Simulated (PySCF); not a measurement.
**Two-component Hartree-Fock for Er⁵³⁺ (erbium, charge +53)**

Start: [Ne] 3s2 3p3; 3p1/2 filled at m_j = -1/2, +1/2; 3p3/2 filled at m_j = +3/2. Calculated with PySCF 2.14 in an uncontracted even-tempered set (18 s from 15 bohr⁻², ratio 2.4; 14 p from 19 bohr⁻², ratio 2.4; 4 d from 67 bohr⁻², ratio 2.6; 4 f from 100 bohr⁻², ratio 2.6): generalised Hartree-Fock with the X2C-1e Hamiltonian and a Gaussian nucleus; one run each with spin-orbit coupling (SO) switched off, then screened by Boettger's factors.

| spinor shell | electrons | ε, spin-free (eV) | ε, screened SO (eV) | weight of nominal j (screened SO) | rms radius, screened SO (bohr) |
| --- | --- | --- | --- | --- | --- |
| 1s1/2 | 2 | -61685.1 | -61664.2 | 1.000 | 0.0231 |
| 2s1/2 | 2 | -13561.9 | -13553.0 | 1.000 | 0.0921 |
| 2p1/2 | 2 | -12445.1 | -13112.1 | 1.000 | 0.0785 |
| 2p3/2 | 4 | -12445.1 | -12157.5 | 1.000 | 0.0850 |
| 3s1/2 | 2 | -5380.2 | -5376.6 | 1.000 | 0.222 |
| 3p1/2 | 2 | -5068.7 | -5219.7 | 0.999 | 0.210 |
| 3p3/2 | 1 | -5068.7 | -4981.7 | 1.000 | 0.221 |

```csv
quantity,spin-free,screened SO
E (hartree),-10169.09199,-10186.77743
M_J,3/2,3/2
⟨J²⟩,3.750,3.750
⟨L²⟩,0.000,2.542
⟨S²⟩,3.750,1.510
```

Each row is a mean over spinors that exchange with the open shell spreads, by up to 27.850 eV (3s1/2).

Breit and QED terms are absent; they matter most for the inner s and p1/2 levels.

Densities and radii are taken from the X2C orbitals without a picture-change correction, which distorts them close to the nucleus.

Without spin-orbit coupling the j labels of p, d and f shells carry no meaning; the spin-free column gives the mean over the occupied spinors of each nl shell.
